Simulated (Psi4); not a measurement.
CH3Cl3Si, charge -1, doublet, at a GFN2-xTB geometry (a state made from the parent by changing its charge; the spin is typed, not shown lowest) (a gas-phase anion, which may not be bound at this level); M06-2X/6-31G run with Psi4.

Psi4 was given this input:
```
memory 2 GB

molecule {
-1 2
  C    -1.88086609   -0.24439940    0.19810488
  Si   -0.03103582    0.22941078    0.24173562
  Cl    0.94280005   -0.93243123   -1.17927851
  Cl   -0.31054700    2.07327251   -1.15476151
  Cl    0.45531735   -1.18432133    2.03091734
  H    -2.02275001   -1.28867211    0.46708769
  H    -2.44430575    0.35993545    0.90406427
  H    -2.30194304   -0.07745725   -0.79099435
symmetry c1
}

set basis 6-31g
set reference uks

energy('m06-2x')
print_variables()
```

The log (banner, timings and long lists left out):

```
   => Loading Basis Set <=

    Name: 6-31G
    Role: ORBITAL
    Keyword: BASIS

         ---------------------------------------------------------
                                   SCF
               by Justin Turney, Rob Parrish, Andy Simmonett
                          and Daniel G. A. Smith
                              UKS Reference
         ---------------------------------------------------------

  ==> Geometry <==

    Molecular point group: c1
    Full point group: C1

    Geometry (in Angstrom), charge = -1, multiplicity = 2:

       Center              X                  Y                   Z               Mass
    ------------   -----------------  -----------------  -----------------  -----------------
         C           -1.933402108224    -0.250828447474     0.204019927810    12.000000000000
         SI          -0.083571838224     0.222981732526     0.247650667810    27.976926534650
         CL           0.890264031776    -0.938860277474    -1.173363462190    34.968852682000
         CL          -0.363083018224     2.066843462526    -1.148846462190    34.968852682000
         CL           0.402781331776    -1.190750377474     2.036832387810    34.968852682000
         H           -2.075286028224    -1.295101157474     0.473002737810     1.007825032230
         H           -2.496841768224     0.353506402526     0.909979317810     1.007825032230
         H           -2.354479058224    -0.083886297474    -0.785079302190     1.007825032230

  Running in c1 symmetry.

  Rotational constants: A =      0.08367  B =      0.03933  C =      0.03226 [cm^-1]
  Rotational constants: A =   2508.46148  B =   1179.12785  C =    967.23443 [MHz]
  Nuclear repulsion =  412.129908572292948

  Charge       = -1
  Multiplicity = 2
  Electrons    = 75
  Nalpha       = 38
  Nbeta        = 37

  ==> Algorithm <==

  SCF Algorithm Type is DF.
  DIIS enabled.
  MOM disabled.
  Fractional occupation disabled.
  Guess Type is SAD.
  Energy threshold   = 1.00e-06
  Density threshold  = 1.00e-06
  Integral threshold = 1.00e-12

  ==> Primary Basis <==

  Basis Set: 6-31G
    Blend: 6-31G
    Number of shells: 39
    Number of basis functions: 67
    Number of Cartesian functions: 67
    Spherical Harmonics?: false
    Max angular momentum: 1

  ==> DFT Potential <==

   => LibXC <=

    Version 7.1.2
    S. Lehtola, C. Steigemann, M. J. T. Oliveira, and M. A. L. Marques,  SoftwareX 7, 1–5 (2018) (10.1016/j.softx.2017.11.002)

   => Composite Functional: M06-2X <=

[...]
      Ntotal   =   75.0000418940 ; deviation = 4.189e-05

   @Spin Contamination Metric:   2.425309025E-03
   @S^2 Expected:                7.500000000E-01
   @S^2 Observed:                7.524253090E-01
   @S   Expected:                5.000000000E-01
   @S   Observed:                5.000000000E-01

    Orbital Energies [Eh]
    ---------------------

    Alpha Occupied:

[...]
    Alpha Virtual:

[...]
    Beta Occupied:

[...]
      37A     -0.181299

    Beta Virtual:

[...]
    Final Occupation by Irrep:
              A
    DOCC [    37 ]
    SOCC [     1 ]
    NA   [    38 ]
    NB   [    37 ]

  @DF-UKS Final Energy: -1709.93268592091113

   => Energetics <=

    Nuclear Repulsion Energy =            412.1299085722929476
    One-Electron Energy =               -3196.3002416097378955
    Two-Electron Energy =                1127.5586041102358195
    DFT Exchange-Correlation Energy =     -53.3209569937021470
    Empirical Dispersion Energy =           0.0000000000000000
    VV10 Nonlocal Energy =                  0.0000000000000000
    Total Energy =                      -1709.9326859209111262

  UHF NO Occupations:
  HONO-2 :   36  A 1.9996644
  HONO-1 :   37  A 1.9994131
  HONO-0 :   38  A 1.0000000
  LUNO+0 :   39  A 0.0005869
  LUNO+1 :   40  A 0.0003356
  LUNO+2 :   41  A 0.0001988
  LUNO+3 :   42  A 0.0000400

Computation Completed

Properties will be evaluated at   0.000000,   0.000000,   0.000000 [a0]

Properties computed using the SCF density matrix

 Multipole Moments:

 ------------------------------------------------------------------------------------
     Multipole            Electronic (a.u.)      Nuclear  (a.u.)        Total (a.u.)
 ------------------------------------------------------------------------------------

 L = 1.  Multiply by 2.5417464519 to convert [e a0] to [Debye]
 Dipole X            :          6.6234644           -7.3466228           -0.7231584
 Dipole Y            :          0.6810641           -0.8990367           -0.2179726
 Dipole Z            :         -0.8841841            0.8271587           -0.0570254
 Magnitude           :                                                    0.7574444

 ------------------------------------------------------------------------------------

  Variable Map:
  ----------------------------------------------------------------------------
[...]
  Array Variable Map:
  ----------------------------------------------------------------------------
[...]
[...]
```
